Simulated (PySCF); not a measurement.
Te(OMe)(SiH3) (CH₆OSiTe), SMILES CO[Te][SiH3].

Coordinates come from a PBE0-D3(BJ)/def2-SVP optimisation. This is a generated structure with no PubChem entry under its InChIKey; it may be hypothetical. The def2 effective core potentials stand for the cores of Te; spin–orbit coupling is left out. Other conformers were not sampled.

Two levels are set side by side: TDDFT-PBE/def2-SVPD (PySCF) and TDDFT-CAM-B3LYP/def2-SVPD (PySCF). Vertical, same geometry. The lowest singlet is HOMO→LUMO 100 % with PBE and HOMO→LUMO 99 % with the other functional; states are paired by order. Differences are taken from unrounded values.

| quantity | TDDFT-PBE |
|---|---|
| lowest singlet excitation (eV) | 2.73 |
| lowest triplet excitation (TDA) (eV) | 2.10 |
| first bright state (f over 0.05) (eV) | 5.18 |
| its oscillator strength | 0.08 |

Task: These are the TDDFT-PBE values. What does TDDFT-CAM-B3LYP give? (Estimate from the structure and the level; the computed values follow.)

Result: 
| quantity | TDDFT-CAM-B3LYP | TDDFT-PBE minus TDDFT-CAM-B3LYP |
|---|---|---|
| lowest singlet excitation (eV) | 2.87 | -0.14 |
| lowest triplet excitation (TDA) (eV) | 2.20 | -0.11 |
| first bright state (f over 0.05) (eV) | 5.96 | -0.78 |
| its oscillator strength | 0.07 | 0.01 |

Functionals without exact exchange tend to place singlet excitations lower, as here. Differences between two approximate levels are no errors against the true value.

Rough cost on one machine, each run with all the roots and properties that it gave: TDDFT-CAM-B3LYP against TDDFT-PBE about 4 times.
